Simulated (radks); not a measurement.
The numbers below are computed, except where a source is named.
Task: Neutral gold, [Xe] 4f14 5d10 6s1. Level of theory: non-relativistic Kohn-Sham, PBE, spin-polarised, spherical densities, point nucleus (a radial shooting solver on a logarithmic mesh with Libxc functionals). Every spin shell is full or empty, so the densities are truly spherical. Functionals are evaluated on that one density, not self-consistently. Rank these exchange functionals by their error against the exact value of the orbitals, and give that value: LDA, B88, PW91, PW86, OPTX, WC, SOGGA, B86b, G96, EV93, revTPSS, r2SCAN, Tao-Mo, TASK.

Result: Exact: -338.083 hartree. From best to worst, with 100 (|E| - |E exact|)/|E exact| (equal figures are ties): B86b +0.04, PW91 +0.09, B88 +0.10, r2SCAN -0.15, PW86 -0.34, EV93 -0.47, G96 +0.50, WC -0.59, Tao-Mo -0.80, revTPSS -0.87, SOGGA -1.77, TASK -1.81, OPTX +1.92, LDA -3.78.
